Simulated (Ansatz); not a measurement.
Gas-phase electronic energies from Ansatz, PBE0-D4/def2-TZVP geometries. CCSD(T)/CBS adds triple-zeta CCSD(T) − MP2 to the extrapolated MP2 energy (def2 sets, frozen cores). This one scheme is used for every species. DFT in def2-TZVPP. B3LYP here is the variant with VWN-RPA as its local correlation; programs differ in this. HSE06 is defined as in plane-wave codes. Each species was taken in one conformer, which may not be the lowest.

Reaction (formal hydrolysis of a C–F bond): `O=C(F)C(F)(F)F` + H₂O → `O=C(O)C(F)(F)F` + H–F

`O=C(F)C(F)(F)F`:

Cartesian coordinates in Å:
```
O 1.646 -0.569 0.730
C 0.913 0.013 0.026
F 1.306 0.852 -0.923
C -0.627 -0.061 0.042
F -1.134 1.145 0.279
F -1.071 -0.487 -1.137
F -1.032 -0.893 0.982
```

H₂O:

Z-matrix (Å, degrees):
```
O
H 1 0.960
H 1 0.960 2 105.1
```

`O=C(O)C(F)(F)F`:

Z-matrix (Å, degrees):
```
C
F 1 1.320
C 1 1.545 2 110.3
F 1 1.332 2 108.7 3 121.1
F 1 1.332 2 108.7 3 -121.1
O 3 1.328 1 109.9 2 179.7
O 3 1.191 1 123.5 2 -0.3
H 6 0.968 3 107.7 1 180.0
```

H–F:

```xyz
2

F    -0.316    0.243    0.229
H     0.316   -0.243   -0.229
```

```json
{"level": "LDA (SPW92)", "ΔE (kcal/mol)": "-9.6", "difference from CCSD(T)/CBS": "-0.7"}
{"level": "PBE-D4", "ΔE (kcal/mol)": "-8.3", "difference from CCSD(T)/CBS": "0.6"}
{"level": "revPBE-D4", "ΔE (kcal/mol)": "-8.6", "difference from CCSD(T)/CBS": "0.3"}
{"level": "BLYP-D4", "ΔE (kcal/mol)": "-7.8", "difference from CCSD(T)/CBS": "1.1"}
{"level": "r2SCAN-D4", "ΔE (kcal/mol)": "-8.1", "difference from CCSD(T)/CBS": "0.8"}
{"level": "B97M-V", "ΔE (kcal/mol)": "-7.6", "difference from CCSD(T)/CBS": "1.3"}
{"level": "PBE0-D4", "ΔE (kcal/mol)": "-9.0", "difference from CCSD(T)/CBS": "-0.1"}
{"level": "B3LYP-D4", "ΔE (kcal/mol)": "-8.3", "difference from CCSD(T)/CBS": "0.6"}
{"level": "r2SCANh-D4", "ΔE (kcal/mol)": "-8.5", "difference from CCSD(T)/CBS": "0.4"}
{"level": "r2SCAN0-D4", "ΔE (kcal/mol)": "-8.9", "difference from CCSD(T)/CBS": "0.0"}
{"level": "BHLYP-D4", "ΔE (kcal/mol)": "-8.8", "difference from CCSD(T)/CBS": "0.1"}
{"level": "CAM-B3LYP-D4", "ΔE (kcal/mol)": "-8.3", "difference from CCSD(T)/CBS": "0.6"}
{"level": "ωB97X-V", "ΔE (kcal/mol)": "-8.1", "difference from CCSD(T)/CBS": "0.8"}
{"level": "ωB97M-V", "ΔE (kcal/mol)": "-8.1", "difference from CCSD(T)/CBS": "0.8"}
{"level": "B2PLYP", "ΔE (kcal/mol)": "-8.3", "difference from CCSD(T)/CBS": "0.6"}
{"level": "PBE", "ΔE (kcal/mol)": "-7.9", "difference from CCSD(T)/CBS": "1.0"}
{"level": "revPBE", "ΔE (kcal/mol)": "-7.3", "difference from CCSD(T)/CBS": "1.6"}
{"level": "BLYP", "ΔE (kcal/mol)": "-6.9", "difference from CCSD(T)/CBS": "2.0"}
{"level": "r2SCAN", "ΔE (kcal/mol)": "-8.0", "difference from CCSD(T)/CBS": "0.9"}
{"level": "PBE0", "ΔE (kcal/mol)": "-8.7", "difference from CCSD(T)/CBS": "0.2"}
{"level": "B3LYP", "ΔE (kcal/mol)": "-7.7", "difference from CCSD(T)/CBS": "1.2"}
{"level": "r2SCAN0", "ΔE (kcal/mol)": "-8.8", "difference from CCSD(T)/CBS": "0.1"}
{"level": "HSE06", "ΔE (kcal/mol)": "-8.7", "difference from CCSD(T)/CBS": "0.2"}
{"level": "BHLYP", "ΔE (kcal/mol)": "-8.4", "difference from CCSD(T)/CBS": "0.5"}
{"level": "CAM-B3LYP", "ΔE (kcal/mol)": "-8.0", "difference from CCSD(T)/CBS": "0.9"}
{"level": "LC-ωPBE", "ΔE (kcal/mol)": "-8.2", "difference from CCSD(T)/CBS": "0.7"}
{"level": "RPA@PBE/def2-TZVPP", "ΔE (kcal/mol)": "-8.0", "difference from CCSD(T)/CBS": "0.9"}
{"level": "HF/def2-SVP", "ΔE (kcal/mol)": "-9.6", "difference from CCSD(T)/CBS": "-0.7"}
{"level": "MP2/def2-SVP", "ΔE (kcal/mol)": "-10.1", "difference from CCSD(T)/CBS": "-1.2"}
{"level": "CCSD/def2-SVP", "ΔE (kcal/mol)": "-9.3", "difference from CCSD(T)/CBS": "-0.4"}
{"level": "HF/def2-TZVPP", "ΔE (kcal/mol)": "-8.1", "difference from CCSD(T)/CBS": "0.8"}
{"level": "MP2/def2-TZVPP", "ΔE (kcal/mol)": "-9.4", "difference from CCSD(T)/CBS": "-0.5"}
{"level": "SCS-MP2/def2-TZVPP", "ΔE (kcal/mol)": "-8.6", "difference from CCSD(T)/CBS": "0.3"}
{"level": "CCSD/def2-TZVPP", "ΔE (kcal/mol)": "-8.5", "difference from CCSD(T)/CBS": "0.4"}
{"level": "CCSD(T)/def2-TZVPP", "ΔE (kcal/mol)": "-8.6", "difference from CCSD(T)/CBS": "0.3"}
{"level": "HF/def2-QZVPP", "ΔE (kcal/mol)": "-7.9", "difference from CCSD(T)/CBS": "1.0"}
{"level": "SCS-MP2/def2-QZVPP", "ΔE (kcal/mol)": "-8.7", "difference from CCSD(T)/CBS": "0.2"}
{"level": "HF/CBS(def2)", "ΔE (kcal/mol)": "-7.9", "difference from CCSD(T)/CBS": "1.0"}
{"level": "MP2/CBS(def2)", "ΔE (kcal/mol)": "-9.7", "difference from CCSD(T)/CBS": "-0.8"}
{"level": "CCSD/CBS(def2)", "ΔE (kcal/mol)": "-8.8", "difference from CCSD(T)/CBS": "0.1"}
{"level": "CCSD(T)/CBS", "ΔE (kcal/mol)": "-8.9", "difference from CCSD(T)/CBS": "0"}
```

Largest T1 diagnostic among the species: 0.014.

From r2SCAN to r2SCAN0 (25 % exact exchange), in def2-TZVPP and without D4, ΔE moves by −0.8 kcal/mol. Leaving LDA and LC-ωPBE aside and taking each functional with its dispersion term where it has one, the values, not all of them listed here, spread over 1.8 kcal/mol, from PBE-QIDH to B97M-V. LDA lies −1.7 kcal/mol from PBE without D4.
